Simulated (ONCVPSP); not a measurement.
# Configuration tests for Mo (Z = 42) (ONCV)

ONCVPSP 4.0.1 input, shortened (lines: element, Z, core and valence counts, functional; n l f; lmax; l rc ep ncon nbas qcut; lloc lpopt rc5 dvloc0; l nproj debl; icmod fcfact rcfact), PBE, fully relativistic:

```
  Mo 42.00    6    4        4      upf
    1    0    2.00
    2    0    2.00
    2    1    6.00
    3    0    2.00
    3    1    6.00
    3    2   10.00
    4    0    2.00
    4    1    6.00
    4    2    5.00
    5    0    1.00
    2
    0    1.60    0.00    4    8    6.40
    1    1.50    0.00    5    8    7.30
    2    1.65    0.00    3    7    5.70
    4    3    0.95    4.00
    0    2    1.70
    1    2    1.10
    2    1    2.70
    2    0.40    1.05
```

Open shells are filled in proportion to 2j + 1.

In the p channel the program set the typed energies aside and used -1.385, 0.250 Ha (j = l + 1/2; the other j can differ).

Energies are relative to the spin-unpolarised reference configuration 4s2 4p6 4d5 5s1; without spin polarisation the order of configurations can differ from experiment.

| valence configuration | charge | ΔE all-electron (eV) | error AE − PS (meV) |
| --- | --- | --- | --- |
| 4s2 4p6 4d5 5s0 | +1 | 6.891 | -0.6 |
| 4s2 4p6 4d4 5s0 | +2 | 22.352 | -3.0 |
| 4s2 4p6 4d3 5s0 | +3 | 49.093 | -0.1 |

Q: What are ΔE and the potential's error for 4s2 4p6 4d5 5s0 5p1?

A: ΔE = 3.138 eV all-electron; the error (AE − PS) is -0.3 meV.

These tests converged, but a pseudo level misses the all-electron one widely, so the file describes the atom poorly there or has found another state: 4s2 4p6 4d5 5s0 5p1: empty 5s by 4.8 eV.
